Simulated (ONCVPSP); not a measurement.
Plane-wave convergence, ONCV potential for La (Z = 57)

| Quantity | Value |
| --- | --- |
| Element | La |
| Generator | ONCVPSP 4.0.1 |
| Type | optimised norm-conserving Vanderbilt (ONCV) |
| Functional | PBE |
| Relativity | scalar-relativistic |
| Frozen core | [Kr] 4d10 |
| Valence charge | 11 |
| Reference configuration | 5s2 5p6 5d1 6s1.75 6p0.25 |
| Partial waves | 5s+6s: rc 2.30 bohr, ncon 4, nbas 7, qcut 5.1 1/bohr, 2 projectors; 5p+6p: rc 3.40 bohr, ncon 4, nbas 7, qcut 4.2 1/bohr, 3 projectors, debl 3.3 Ha; 5d: rc 2.80 bohr, ncon 3, nbas 7, qcut 2.9 1/bohr, 2 projectors, debl 2.4 Ha; f scattering state at 0.04 Ha: rc 3.05 bohr, ncon 4, nbas 8, qcut 3.6 1/bohr, 1 projector |
| Local potential | polynomial inside 2.30 bohr (lpopt 3, dvloc0 0 Ha) |
| Core correction | Teter function fitted to the true core (icmod 2), fcfact 0.7 |

In the f channel the program set the typed energies aside and used -0.170 Ha.

Problem. For each optimised wave give the share of its norm inside rc, the residual kinetic energy above qcut (Ha) and the cutoffs (Ha) for errors of 10, 1, 0.1 and 0.01 mHa per electron.

Solution.

```
         wave  norm inside rc  residual KE  10 mHa  1 mHa  0.1 mHa  0.01 mHa
           5s           0.917      8.6e-06     7.3    9.6     11.3      13.8
           6s           0.054      8.1e-06     5.6    8.8     10.9      13.4
           5p           0.982      7.0e-08     3.9    5.2      6.3       7.2
           6p           0.085      5.3e-08     2.6    4.0      5.2       6.3
p projector 3           0.220      1.1e-04     5.6    6.8     10.1      21.5
           5d           0.529      4.5e-03     3.7    8.2     23.8      44.0
d projector 2           0.175      1.4e-01     5.7   14.7     30.1      43.2
f projector 1           0.978      1.1e-01    25.0   30.3     40.1      67.1
```

The occupied waves need 9.6 Ha and 24 Ha for 1 and 0.1 mHa. The cutoffs count occupied waves only; projector 1 of the f channel, the hardest unoccupied one, needs 30 Ha at the loose tolerance.
